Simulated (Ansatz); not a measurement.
Geometry optimisation, RKS revPBE/cc-pVDZ in Ansatz 0.2.0.

Input file:

```yaml
crystal:
  periodic: [false, false, false]
  atoms:
    - { symbol: B, position_ang: [-0.9144, 1.50667, -0.18616] }
    - { symbol: Si, position_ang: [0.24312, -0.01077, 0.05412] }
    - { symbol: "N", position_ang: [1.82796, -0.05708, 0.36623] }
    - { symbol: S, position_ang: [-0.98504, -1.82676, -0.17256] }
    - { symbol: H, position_ang: [-1.11582, 1.95071, -1.2487] }
    - { symbol: H, position_ang: [-1.45271, 2.00301, 0.72397] }
    - { symbol: H, position_ang: [2.36984, -0.90315, 0.47285] }
    - { symbol: H, position_ang: [0.02705, -2.66263, -0.00974] }
basis:
  gaussian: { orbitals: cc-pVDZ }
hamiltonian:
  xc: revpbe
relax:
  f_tol: 0.02
  max_steps: 40
scf:
  lower_state_search: "off"
```

Launched with:

```bash
$ ansatz run input.yaml --threads 1 --pin off --max-ram 2048MiB --backend cpu --events-out ev --progress --plain --runs-dir out
```

Task: Where does it end, and by what steps?

Result: The forces met the threshold. After 23 steps the energy has fallen by 0.402 eV; H6 moved furthest, 1.30 Å.

```tsv
step	energy less start (eV)	largest force component (eV/Å)	accepted
0	0.0000	2.188	yes
1	-0.1899	0.534	yes
2	-0.2419	0.432	yes
3	-0.2547	0.241	yes
4	-0.2631	0.082	yes
5	-0.2669	0.079	yes
6	-0.2750	0.089	yes
7	-0.2825	0.450	yes
8	-0.3171	0.634	yes
9	-0.3391	0.490	yes
10	-0.3211	0.682	no
11	-0.3608	0.282	yes
12	-0.3759	0.143	yes
13	-0.3890	0.084	yes
14	-0.3889	0.181	no
15	-0.3931	0.057	yes
16	-0.3977	0.034	yes
17	-0.3882	0.477	no
18	-0.4003	0.041	yes
19	-0.4013	0.071	yes
20	-0.4009	0.079	no
21	-0.4019	0.027	yes
22	-0.4021	0.036	yes
23	-0.4023	0.016	yes
```

```xyz
8
Properties=species:S:1:pos:R:3
B -0.906 1.544 -0.202
Si 0.179 -0.124 0.065
N 1.675 0.014 0.763
S -0.868 -1.903 -0.651
H -2.000 1.510 -0.727
H -0.431 2.593 0.176
H 2.223 -0.856 0.886
H 0.127 -2.778 -0.309
```

Whether the end is a true minimum wasn't checked by a vibrational analysis.

The run took 55 s on 1 thread of Arm Neoverse V1, with other jobs on the host, peak memory 0.14 GiB.
